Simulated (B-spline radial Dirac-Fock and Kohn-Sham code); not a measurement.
## Energy-loss ionisation edge M2 of Hg

System: the Hg atom, configuration [Xe] 4f14 5d10 6s2. Level of theory: the first Born approximation with generalised oscillator strengths from a Dirac-Hartree-Slater potential (longitudinal and transverse terms; continuum final states only, so no white lines or fine structure); a radial B-spline solver. The edge is taken at 3279.0 eV (tabulated value).

Input of the calculation (task.json; shells as n, l, electrons):

```json
{"items": [{
  "Z": 80,
  "q": 0,
  "cfg": [[1, 0, 2], [2, 0, 2], [2, 1, 6], [3, 0, 2], [3, 1, 6], [3, 2, 10], [4, 0, 2], [4, 1, 6], [4, 2, 10], [4, 3, 14], [5, 0, 2], [5, 1, 6], [5, 2, 10], [6, 0, 2]],
  "A": 202,
  "rrms": 5.4648,
  "do": "eels",
  "beams": [[60, 5], [80, 10], [80, 100], [100, 5], [100, 10], [120, 10], [120, 20], [120, 100], [200, 20], [200, 50], [300, 5], [300, 10], [300, 20], [300, 100]],
  "edges": {"M2": 3279.0}
}]}
```

Run with: `python xray2_run.py task.json out`

Partial cross sections σ(β, Δ) in barn, integrated over a window Δ above the edge and up to the collection semi-angle β, for parallel illumination:

```tsv
E₀ (kV)	β (mrad)	Δ = 25 eV	Δ = 50 eV	Δ = 100 eV	Δ = 200 eV	Δ = 300 eV
60	5	0.0678	0.153	0.317	0.620	0.887
80	10	0.350	0.783	1.63	3.18	4.55
80	100	5.31	13.0	29.2	59.9	87.9
100	5	0.119	0.265	0.547	1.07	1.52
100	10	0.435	0.971	2.01	3.93	5.63
120	10	0.516	1.15	2.38	4.65	6.67
120	20	1.45	3.26	6.82	13.4	19.4
120	100	4.78	11.8	26.7	55.1	81.2
200	20	1.80	4.07	8.53	16.9	24.5
200	50	3.31	7.84	17.1	34.7	50.9
300	5	?	?	?	?	?
300	10	1.11	2.46	5.11	10.1	14.5
300	20	2.04	4.64	9.78	19.5	28.3
300	100	3.77	9.38	21.3	44.3	65.7
```

Problem. Give the row for 300 kV and 5 mrad.

Solution. 0.421 b for 25 eV, 0.932 b for 50 eV, 1.91 b for 100 eV, 3.73 b for 200 eV, 5.35 b for 300 eV.
